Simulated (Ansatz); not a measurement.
```yaml
crystal:
  periodic: [false, false, false]
  atoms:
    - {symbol: C, position_ang: [0.832080, -2.410679, 0.924017]}
    - {symbol: C, position_ang: [0.289612, -1.414459, 0.854103]}
    - {symbol: Si, position_ang: [0.093290, 0.631959, 0.685901]}
    - {symbol: C, position_ang: [0.837732, 1.292436, -0.042125]}
    - {symbol: C, position_ang: [2.197646, 2.139680, -1.188295]}
    - {symbol: C, position_ang: [-1.711582, 0.079134, -0.567159]}
    - {symbol: C, position_ang: [-2.609630, -0.044061, -1.365718]}
    - {symbol: H, position_ang: [1.518768, -3.203370, 1.780261]}
    - {symbol: H, position_ang: [-0.639920, 1.146301, 2.022551]}
    - {symbol: H, position_ang: [2.762607, 2.121327, -1.287384]}
    - {symbol: H, position_ang: [-3.382336, -0.131510, -1.845834]}
basis:
  gaussian: {orbitals: cc-pVTZ-DK}
hamiltonian: {xc: {name: PBE1PBE}}
```

```sh
$ ansatz run in.yaml --threads 4 --pin off --events-out ev --progress --plain --max-ram 10444MiB
```

Output, abridged:

```
Error: YAML parse error: error: line 17 column 19: hamiltonian.xc: no functional is named "PBE1PBE"; the names, which are not case-sensitive, are SVWN5, SPW92, PBE, PBE0, PBEsol, revPBE, revPBE0, RPBE, rPW86-PBE, HSE06, wPBEh, LC-wPBE, HISS, HF, BLYP, B3LYP, B3LYP5, BHLYP, CAM-B3LYP, r2SCAN, r2SCANh, r2SCAN0, r2SCAN50, m-r2SCAN, B97, wB97, wB97X, wB97X-V, B97M-V, wB97M-V, B2PLYP, B2GP-PLYP, PBE0-DH, PBE-QIDH
15 | basis:
16 |   gaussian: {orbitals: cc-pVTZ-DK}
17 | hamiltonian: {xc: {name: PBE1PBE}}
```

(1) What is wrong with this run?

Results:

(1) The method's name isn't one that the program takes here. The program refused the input.

HSE06 is defined as in plane-wave codes.
